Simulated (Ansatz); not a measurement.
Born–Oppenheimer molecular dynamics of B₂ClH₆NSi (11 atoms, charge 0, multiplicity 1). It starts from a relaxed structure.

The calculation used Ansatz 0.2.0, RHF/6-31G*.

```
ensemble        : NVT, Langevin thermostat
time step       : 0.25 fs
steps asked     : 150
set temperature : 200 K
friction        : 0.02 /fs
seed            : 494211
```

Frames 2.5 fs apart, positions in Å, forces in eV/Å.

Velocities at 7.5 fs (Å/ps):

```
B -4.78 -0.25 1.05
B -0.56 -1.74 3.37
Cl 1.59 1.43 -1.47
N -0.37 -2.60 0.91
Si 1.12 -0.36 2.13
H 0.19 -4.87 0.34
H -10.89 4.31 1.31
H 8.78 -3.09 8.10
H -1.04 -6.98 0.88
H 8.68 23.51 -4.68
H -13.40 -8.25 6.06
```

```xyz
11
Properties=species:S:1:pos:R:3:forces:R:3 time_fs=7.5 energy_less_start_eV=0.105 T=82
B 0.409 0.685 2.337 0.64 0.33 -0.29
B 0.443 -0.028 0.770 0.67 -0.02 1.28
Cl 1.843 -1.148 0.479 -0.05 0.01 0.08
N -0.414 0.178 -0.281 -1.48 0.98 -0.76
Si -0.451 -0.489 -1.879 0.31 -0.85 -1.19
H 1.070 1.678 2.529 -0.26 -0.24 -0.09
H -0.138 0.250 3.289 -0.23 -0.19 0.06
H -1.194 0.819 -0.165 0.65 -0.38 0.35
H -1.603 0.090 -2.567 -0.26 0.34 0.04
H -0.692 -1.942 -1.869 0.14 -0.01 0.12
H 0.742 -0.215 -2.723 -0.13 0.04 0.39
11
Properties=species:S:1:pos:R:3:forces:R:3 time_fs=10.0 energy_less_start_eV=0.108 T=87
B 0.398 0.685 2.340 0.24 -0.14 0.11
B 0.444 -0.035 0.781 0.46 -0.05 0.73
Cl 1.845 -1.144 0.477 0.01 -0.03 0.14
N -0.416 0.172 -0.281 -0.28 0.32 -0.20
Si -0.449 -0.490 -1.876 -0.46 -0.14 -0.83
H 1.057 1.658 2.537 -0.05 0.09 -0.03
H -0.173 0.253 3.302 -0.03 -0.03 -0.30
H -1.165 0.802 -0.131 -0.38 0.37 0.30
H -1.620 0.070 -2.565 -0.11 0.32 0.10
H -0.667 -1.904 -1.868 -0.02 -0.99 0.16
H 0.711 -0.227 -2.694 0.62 0.29 -0.16
11
Properties=species:S:1:pos:R:3:forces:R:3 time_fs=12.5 energy_less_start_eV=0.093 T=107
B 0.389 0.683 2.343 0.10 -0.25 0.25
B 0.447 -0.040 0.799 0.21 -0.17 -0.19
Cl 1.847 -1.140 0.476 0.07 -0.05 0.22
N -0.415 0.167 -0.283 0.14 0.34 0.79
Si -0.449 -0.492 -1.876 -1.06 -0.36 -0.82
H 1.043 1.650 2.541 0.05 0.23 0.01
H -0.200 0.252 3.295 0.00 -0.01 -0.29
H -1.148 0.798 -0.074 -0.56 0.36 -0.04
H -1.656 0.062 -2.562 0.34 0.11 0.26
H -0.642 -1.928 -1.866 0.00 -0.56 0.14
H 0.720 -0.223 -2.663 0.70 0.36 -0.33
11
Properties=species:S:1:pos:R:3:forces:R:3 time_fs=15.0 energy_less_start_eV=0.095 T=107
B 0.381 0.682 2.347 0.28 -0.08 0.07
B 0.450 -0.045 0.817 -0.05 -0.14 -1.08
Cl 1.849 -1.138 0.478 0.11 -0.08 0.28
N -0.415 0.168 -0.283 -0.58 1.12 1.89
Si -0.450 -0.497 -1.878 -0.56 -0.90 -0.88
H 1.028 1.655 2.550 0.02 0.19 0.02
H -0.218 0.243 3.266 -0.19 -0.11 0.11
H -1.164 0.810 -0.020 0.47 -0.62 -0.68
H -1.670 0.069 -2.547 0.50 -0.05 0.22
H -0.624 -1.988 -1.846 0.10 0.55 0.01
H 0.770 -0.199 -2.647 -0.10 0.11 0.03
11
Properties=species:S:1:pos:R:3:forces:R:3 time_fs=17.5 energy_less_start_eV=0.114 T=117
B 0.380 0.683 2.349 0.28 0.03 -0.15
B 0.455 -0.051 0.826 -0.18 0.04 -1.40
Cl 1.852 -1.137 0.482 0.15 -0.14 0.26
N -0.419 0.172 -0.277 -0.07 0.55 1.83
Si -0.453 -0.503 -1.881 0.45 -0.89 -0.48
H 1.009 1.669 2.564 -0.01 0.09 0.04
H -0.249 0.229 3.228 -0.26 -0.14 0.40
H -1.166 0.796 -0.001 0.14 -0.32 -0.63
H -1.650 0.079 -2.524 0.15 -0.04 -0.04
H -0.590 -2.019 -1.820 0.07 0.96 -0.12
H 0.808 -0.160 -2.638 -0.71 -0.15 0.29
11
Properties=species:S:1:pos:R:3:forces:R:3 time_fs=20.0 energy_less_start_eV=0.098 T=139
B 0.381 0.685 2.350 0.07 0.25 0.10
B 0.458 -0.060 0.828 -0.23 0.39 -1.18
Cl 1.853 -1.138 0.487 0.23 -0.25 0.16
N -0.422 0.179 -0.263 1.02 -0.82 0.72
Si -0.455 -0.513 -1.885 1.10 -0.02 0.22
H 0.997 1.696 2.587 -0.21 -0.37 -0.04
H -0.307 0.227 3.203 0.02 0.04 0.21
H -1.171 0.761 -0.015 -0.94 0.68 -0.03
H -1.633 0.085 -2.507 -0.21 -0.01 -0.24
H -0.550 -1.996 -1.804 -0.06 0.38 -0.19
H 0.811 -0.120 -2.622 -0.81 -0.28 0.27
11
Properties=species:S:1:pos:R:3:forces:R:3 time_fs=22.5 energy_less_start_eV=0.106 T=146
B 0.382 0.683 2.349 -0.33 0.27 0.39
B 0.457 -0.071 0.822 -0.11 0.77 -0.41
Cl 1.853 -1.139 0.493 0.30 -0.37 0.03
N -0.422 0.183 -0.247 -0.31 -0.44 -0.11
Si -0.454 -0.522 -1.887 0.75 1.49 0.79
H 0.984 1.706 2.620 -0.24 -0.61 -0.17
H -0.363 0.240 3.191 0.35 0.17 -0.10
H -1.221 0.755 -0.043 0.21 -0.01 0.04
H -1.627 0.101 -2.501 -0.23 -0.14 -0.20
H -0.517 -1.946 -1.803 -0.18 -0.94 -0.16
H 0.768 -0.088 -2.599 -0.20 -0.19 -0.09
11
Properties=species:S:1:pos:R:3:forces:R:3 time_fs=25.0 energy_less_start_eV=0.176 T=82
B 0.384 0.682 2.347 -0.77 -0.35 -0.10
B 0.453 -0.077 0.813 0.20 0.95 0.44
Cl 1.854 -1.142 0.499 0.34 -0.43 -0.09
N -0.423 0.182 -0.234 -1.36 -0.27 -1.06
Si -0.454 -0.530 -1.888 0.09 1.97 1.19
H 0.946 1.676 2.638 0.35 0.17 -0.04
H -0.380 0.263 3.163 0.13 -0.06 0.14
H -1.261 0.737 -0.061 0.94 -0.35 0.17
H -1.634 0.114 -2.498 -0.09 -0.34 -0.07
H -0.495 -1.943 -1.809 -0.21 -1.24 -0.16
H 0.723 -0.061 -2.589 0.41 -0.06 -0.42
11
Properties=species:S:1:pos:R:3:forces:R:3 time_fs=27.5 energy_less_start_eV=0.182 T=89
B 0.380 0.680 2.344 -0.64 -0.32 -0.33
B 0.449 -0.082 0.810 0.44 0.99 0.82
Cl 1.857 -1.143 0.505 0.28 -0.40 -0.13
N -0.427 0.182 -0.226 -0.12 -1.35 -1.95
Si -0.450 -0.534 -1.887 -0.13 0.97 1.17
H 0.939 1.662 2.660 0.48 0.32 -0.09
H -0.386 0.281 3.145 -0.18 -0.27 0.41
H -1.250 0.700 -0.074 -0.45 0.64 0.57
H -1.643 0.101 -2.506 0.03 -0.43 0.07
H -0.476 -1.998 -1.814 -0.16 -0.04 -0.20
H 0.701 -0.038 -2.612 0.45 -0.09 -0.34
11
Properties=species:S:1:pos:R:3:forces:R:3 time_fs=30.0 energy_less_start_eV=0.147 T=91
B 0.377 0.677 2.340 -0.51 0.11 0.17
B 0.450 -0.080 0.813 0.33 0.84 0.47
Cl 1.862 -1.144 0.512 0.18 -0.31 -0.12
N -0.433 0.176 -0.228 0.13 -1.31 -1.57
Si -0.445 -0.537 -1.884 0.28 0.20 0.91
H 0.957 1.666 2.668 0.22 -0.11 -0.25
H -0.394 0.286 3.154 -0.02 -0.20 0.19
H -1.254 0.697 -0.061 -0.41 0.56 0.45
H -1.638 0.062 -2.494 -0.25 -0.24 -0.07
H -0.480 -2.042 -1.827 -0.03 0.76 -0.17
H 0.703 -0.018 -2.644 0.08 -0.29 -0.01
11
Properties=species:S:1:pos:R:3:forces:R:3 time_fs=32.5 energy_less_start_eV=0.100 T=146
B 0.375 0.674 2.335 -0.53 0.33 0.80
B 0.456 -0.072 0.819 -0.08 0.63 -0.36
Cl 1.866 -1.142 0.523 0.16 -0.25 -0.08
N -0.438 0.165 -0.241 -0.75 -0.18 -0.14
Si -0.438 -0.541 -1.880 0.39 0.38 0.39
H 0.971 1.669 2.664 0.01 -0.36 -0.31
H -0.394 0.271 3.175 0.27 -0.02 -0.18
H -1.271 0.723 -0.037 0.96 -0.49 -0.13
H -1.646 0.007 -2.493 -0.31 -0.05 -0.14
H -0.492 -2.029 -1.846 0.10 0.43 -0.08
H 0.716 -0.009 -2.663 -0.22 -0.41 0.23
11
Properties=species:S:1:pos:R:3:forces:R:3 time_fs=35.0 energy_less_start_eV=0.078 T=166
B 0.370 0.676 2.337 -0.43 0.15 0.91
B 0.461 -0.062 0.824 -0.45 0.41 -1.00
Cl 1.870 -1.140 0.536 0.10 -0.16 -0.03
N -0.443 0.153 -0.254 -0.36 0.21 0.98
Si -0.429 -0.542 -1.876 -0.36 0.83 -0.06
H 0.987 1.659 2.649 -0.06 -0.26 -0.21
H -0.375 0.241 3.191 0.34 0.13 -0.31
H -1.260 0.729 -0.017 0.97 -0.64 -0.43
H -1.674 -0.053 -2.512 0.07 0.02 0.03
H -0.505 -1.990 -1.855 0.21 -0.45 0.01
H 0.714 -0.030 -2.661 -0.03 -0.24 0.10
```

Of the whole run (38 fs, mean temperature of the second half 125 K): The mean temperature of the second half is 37 % below the set value. A run of 0.037 ps of so small a system gives no equilibrium averages.

The run took 5.2 min on 1 thread of Arm Neoverse V1 (shared host), peak memory 0.18 GiB.
